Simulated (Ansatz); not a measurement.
Geometry optimisation, RKS PBE/def2-SVP in Ansatz 0.2.0.

Input:

```yaml
crystal:
  periodic: [false, false, false]
  atoms:
    - { symbol: Sn, position_ang: [-0.941, 1.2562, -0.2214] }
    - { symbol: H, position_ang: [-0.1855, -0.6615, -1.1019] }
    - { symbol: H, position_ang: [-1.9443, 1.5662, -1.6291] }
    - { symbol: H, position_ang: [-1.9708, 1.0114, 1.1002] }
    - { symbol: H, position_ang: [0.2802, 2.4224, -0.1771] }
    - { symbol: H, position_ang: [1.1473, -0.6571, 0.8513] }
    - { symbol: F, position_ang: [0.5335, 0.2757, 1.2943] }
    - { symbol: H, position_ang: [0.5434, -1.1886, -0.7047] }
    - { symbol: O, position_ang: [1.4524, -1.6234, 0.082] }
    - { symbol: H, position_ang: [1.0849, -2.4012, 0.5065] }
basis:
  gaussian: { orbitals: def2-SVP }
hamiltonian:
  xc: pbe
relax:
  f_tol: 0.15
  max_steps: 25
  restrain:
    - { distance: [0, 6], at: 3.26, k: 30.0 }
    - { distance: [5, 8], at: 2.27, k: 30.0 }
    - { distance: [7, 1], at: 1.92, k: 30.0 }
    - { distance: [0, 1], at: 1.7, k: 30.0 }
    - { distance: [5, 6], at: 0.88, k: 30.0 }
    - { distance: [7, 8], at: 0.97, k: 30.0 }
output:
  orbitals: {}
```

Command:

```bash
$ ansatz run input.yaml --threads 2 --pin off --max-ram 3072MiB --backend cpu --events-out ev --progress --plain --runs-dir out
```

Problem. Where does it end, and by what steps?

Solution. The run converged. The restraints hold the end off the free minimum. After 11 steps the energy has fallen by 0.993 eV (the restraints' own energy left out); F7 moved furthest, 0.68 Å. Parted: Sn1–F7. Joined: Sn1–H2, H6–F7, H8–O9.

| step | energy less start (eV) | largest force component (eV/Å) | accepted |
| --- | --- | --- | --- |
| 0 | 0.0000 | 1.958 | yes |
| 1 | -0.4992 | 2.160 | yes |
| 2 | -0.3565 | 5.061 | yes |
| 3 | -0.5557 | 2.707 | yes |
| 4 | -0.8213 | 1.680 | yes |
| 5 | -0.9574 | 0.956 | yes |
| 6 | -0.9843 | 0.855 | yes |
| 7 | -0.9822 | 1.097 | yes |
| 8 | -0.9908 | 0.826 | no |
| 9 | -0.9888 | 0.986 | yes |
| 10 | -0.9969 | 0.794 | no |
| 11 | -0.9930 | 0.944 | yes |

```xyz
10
Properties=species:S:1:pos:R:3
Sn -1.132 1.228 -0.485
H -0.465 -0.286 -0.922
H -2.139 1.733 -1.798
H -2.088 1.039 0.931
H 0.132 2.371 -0.264
H 1.432 -0.284 1.321
F 0.917 0.261 1.857
H 0.967 -1.561 -0.833
O 1.518 -1.989 -0.152
H 0.858 -2.512 0.345
```

Time of the run: 18 s on 2 threads of Arm Neoverse V1, with other jobs on the host, peak memory 0.12 GiB.
